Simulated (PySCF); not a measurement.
Al(Cl)2(OH) (AlCl₂HO), SMILES [OH][Al]([Cl])[Cl]. Geometry: PBE0-D3(BJ)/def2-SVP. A frequency run showed that this geometry is not a minimum. The values are those of a single conformer.

TDDFT-B3LYP/def2-SVPD (PySCF) puts the lowest singlet excitations at 6.30, 6.69, 6.83, 7.02, 7.04, 7.13 eV.

Task: What are the lowest excitation roots from PySCF with ADC(2)/aug-cc-pVDZ? (The exact figures need the calculation; the answer reports its results.)

Result: 6.85, 7.19, 7.52, 7.56, 7.76, 8.38 eV. S1 differs by 0.55 eV (second minus first; roots are paired by order, and the bases may differ).
